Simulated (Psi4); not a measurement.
Relaxed torsion scan: C4F10, SMILES FC(F)(F)C(F)(F)C(F)(F)C(F)(F)F. Scanned: dihedral F6–C5–C8–F9; all other coordinates were relaxed at GFN2-xTB. Heavy atoms are numbered in the order of the SMILES FC(F)(F)C(F)(F)C(F)(F)C(F)(F)F, hydrogens after them in the order of the atoms that carry them; the mirror image has the same energies with the sign of each dihedral reversed.

PBE/def2-SVP // GFN2-xTB (Psi4); PBE-D3(BJ)/def2-SVP // GFN2-xTB (Psi4).

Energies relative to the lowest point of each profile, in mEh:

```json
[
 {"φ / °": "-150", "PBE/def2-SVP": "1.0"},
 {"φ / °": "-135", "PBE/def2-SVP": "2.7"},
 {"φ / °": "-120", "PBE/def2-SVP": "3.7"},
 {"φ / °": "-60", "PBE/def2-SVP": "2.2"},
 {"φ / °": "-45", "PBE/def2-SVP": "2.4"},
 {"φ / °": "-30", "PBE/def2-SVP": "5.1"},
 {"φ / °": "0", "PBE/def2-SVP": "11.7"},
 {"φ / °": "45", "PBE/def2-SVP": "2.4"},
 {"φ / °": "60", "PBE/def2-SVP": "2.2"},
 {"φ / °": "90", "PBE/def2-SVP": "2.9"},
 {"φ / °": "105", "PBE/def2-SVP": "3.1"},
 {"φ / °": "120", "PBE/def2-SVP": "3.7"}
]
```

Predict the corresponding PBE-D3(BJ)/def2-SVP column.

-150: 1.0; -135: 2.7; -120: 3.7; -60: 1.9; -45: 2.0; -30: 4.7; 0: 11.4; 45: 2.0; 60: 1.9; 90: 2.7; 105: 3.0; 120: 3.7 (mEh).
